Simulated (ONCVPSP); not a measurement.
**How hard is this chromium ONCV potential?**

* Element: chromium (Cr)
* Generator: ONCVPSP 4.0.1
* Type: optimised norm-conserving Vanderbilt (ONCV)
* Functional: PBE
* Relativity: non-relativistic
* Frozen core: [Ne] 3s2
* Valence charge: 12
* Reference configuration: 3p6 3d5 4s1
* Partial waves: 4s: rc 2.90 bohr, ncon 4, nbas 7, qcut 2.7 1/bohr, 2 projectors, debl 0.8 Ha; 3p: rc 1.15 bohr, ncon 4, nbas 9, qcut 13.3 1/bohr, 3 projectors, debl 3 Ha; 3d: rc 1.05 bohr, ncon 5, nbas 9, qcut 7.7 1/bohr, 1 projector
* Local potential: polynomial inside 1.05 bohr (lpopt 5, dvloc0 0 Ha)
* Core correction: Teter function, fcfact 4.5, rcfact 1.4

Q: For each optimised wave give the share of its norm inside rc, the residual kinetic energy above qcut (Ha) and the cutoffs (Ha) for errors of 10, 1, 0.1 and 0.01 mHa per electron.

A:

```json
{"wave": "4s", "norm inside rc": "0.385", "residual KE": "2.0e-04", "10 mHa": "1.5", "1 mHa": "2.8", "0.1 mHa": "4.9", "0.01 mHa": "13.1"}
{"wave": "s projector 2", "norm inside rc": "0.299", "residual KE": "8.5e-04", "10 mHa": "2.8", "1 mHa": "3.8", "0.1 mHa": "7.0", "0.01 mHa": "14.0"}
{"wave": "3p", "norm inside rc": "0.725", "residual KE": "1.5e-08", "10 mHa": "19.2", "1 mHa": "42.4", "0.1 mHa": "57.4", "0.01 mHa": "68.3"}
{"wave": "p projector 2", "norm inside rc": "0.044", "residual KE": "9.7e-09", "10 mHa": "15.7", "1 mHa": "22.6", "0.1 mHa": "50.6", "0.01 mHa": "64.2"}
{"wave": "p projector 3", "norm inside rc": "0.044", "residual KE": "5.2e-08", "10 mHa": "18.7", "1 mHa": "27.6", "0.1 mHa": "56.2", "0.01 mHa": "68.9"}
{"wave": "3d", "norm inside rc": "0.400", "residual KE": "1.6e-01", "10 mHa": "200.4", "1 mHa": "257.8", "0.1 mHa": "285.9", "0.01 mHa": "364.6"}
```

The occupied waves need 258 Ha and 286 Ha for 1 and 0.1 mHa. Note: ghosts flagged at negative energy: s at -96.8 eV; no localised positive-energy state flagged. A true bound ghost makes a file unfit for plane-wave use. 2 of 4 tests not solved or not reliable.
